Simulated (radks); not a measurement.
The iodine anion I-, [Xe], held by a Watson sphere: a shell of charge +1 at radius R that stands for the Madelung well of a crystal (potential energy -1/R inside, -1/r outside, in hartree with lengths in bohr). Calculated with a radial shooting solver on a logarithmic mesh with Libxc functionals: scalar-relativistic Kohn-Sham, LDA (Slater exchange, Perdew-Wang correlation), spin-polarised, spherical densities, finite nucleus; Fermi nuclear charge, rms radius of each element as measured or else 0.836 A^(1/3) + 0.57 fm. Response by self-consistent Sternheimer equations with the Hartree and adiabatic LDA kernel, the relativistic mass of each level held fixed and spin-orbit coupling left out. The sphere does not respond.

R (bohr)  e(4d) (eV)  e(5s) (eV)  e(5p) (eV)  <r> 5p (bohr)  sum of <r^2> (bohr^2)  X-ray form factor at sin(theta)/lambda = 0.1 1/angstrom  alpha (bohr^3)
2.62         -49.547     -17.784      -7.654          2.491                  69.44                                                   49.707           37.35
4.41         -48.006     -15.768      -5.859          2.639                  75.75                                                   49.486           56.20
5.03         -47.520     -15.234      -5.322          2.663                  76.90                                                   49.457           61.96
5.33         -47.301     -15.001      -5.086          2.671                  77.32                                                   49.448           64.43
5.44         -47.223     -14.920      -5.004          2.673                  77.45                                                   49.445           65.28
5.61         -47.107     -14.798      -4.881          2.677                  77.65                                                   49.442           66.54

Estimate the row for R = 2.67 bohr.

Answer. e(4d) (eV) -49.497; e(5s) (eV) -17.717; e(5p) (eV) -7.608; <r> 5p (bohr) 2.497; sum of <r^2> (bohr^2) 69.68; X-ray form factor at sin(theta)/lambda = 0.1 1/angstrom 49.697; alpha (bohr^3) 37.82.
